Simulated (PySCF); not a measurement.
SMILES s1c(ccc1)-c1ccc(C(F)(F)F)cc1 (C₁₁H₇F₃S) (GFN2-xTB optimised geometry):

```
22

F     -1.555    -4.696     0.738
C     -2.140    -3.759    -0.028
F     -2.194    -4.283    -1.271
F     -3.410    -3.663     0.390
C     -1.407    -2.450     0.000
C     -2.105    -1.250    -0.008
C     -1.411    -0.058    -0.008
C     -0.013    -0.035    -0.003
C      0.702     1.223    -0.002
C      2.055     1.447     0.003
C      2.397     2.812     0.003
C      1.308     3.624    -0.001
S     -0.159     2.739    -0.006
C      0.670    -1.255     0.000
C     -0.017    -2.450     0.000
H     -3.184    -1.252    -0.010
H     -1.956     0.874    -0.011
H      2.791     0.665     0.006
H      3.410     3.173     0.007
H      1.274     4.696    -0.002
H      1.748    -1.271     0.002
H      0.519    -3.387     0.005
```

Level of theory: PBE0/def2-SVP (PySCF).

**Question.** What are the frontier orbital energies and the dipole moment?

**Answer.** HOMO-2 -7.95 eV, HOMO-1 -7.58 eV, HOMO -6.53 eV, LUMO -1.71 eV, LUMO+1 -0.62 eV; dipole moment 3.55 D.

On the same geometry PBE/def2-SVP run with PySCF gives HOMO-2 -6.83 eV, HOMO-1 -6.46 eV, HOMO -5.56 eV, LUMO -2.39 eV, LUMO+1 -1.48 eV; dipole moment 3.30 D.

Meta-Löwdin charges at PBE0/def2-SVP: F1 -0.27, C2 0.74, F3 -0.27, F4 -0.26, C5 -0.05, C6 -0.09, C7 -0.11, C8 0.02, C9 -0.11, C10 -0.13, C11 -0.13, C12 -0.23, S13 0.25, C14 -0.11, C15 -0.09, H16 0.12, H17 0.11, H18 0.12, H19 0.12, H20 0.13, H21 0.11, H22 0.12.
